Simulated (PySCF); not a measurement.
H3NPbS, SMILES [Pb]([SH])[NH2] (connectivity only; charge and spin as stated), neutral, multiplicity 1. Atoms are numbered in the order given.

```xyz
6

Pb     0.2594     0.3534     0.0000
N     -1.8132     0.8653     0.0000
H     -2.1676     1.8186     0.0000
H     -2.5777     0.1936     0.0000
S     -0.3020    -2.1582     0.0000
H      1.0013    -2.5178     0.0000
```
Charge 0, spin multiplicity 1.

Geometry: r2SCAN-D4/def2-SVP. The def2 effective core potentials stand for the cores of Pb; spin–orbit coupling is left out. One conformer was computed; it need not be the lowest.

All values below come from IEF-PCM-ωB97X/def2-SVP (PySCF).

The values are the electrostatic part of the solvation free energy, E(continuum) − E(gas) at the gas-phase geometry, in a cavity of scaled van der Waals radii (PySCF's table); cavitation and dispersion terms are not included. A continuum can't describe solvent molecules that bind to the metal. In vacuum the orbital gap is 8.71 eV. The dipole moment in vacuum is 3.17 D.

```csv
solvent,ε,ΔG(elec) (kcal/mol),dipole (D),gap (eV)
water,78.36,-7.5,4.67,9.17
tetrahydrofuran,7.43,-6.0,4.36,9.08
toluene,2.37,-3.3,3.83,8.91
```
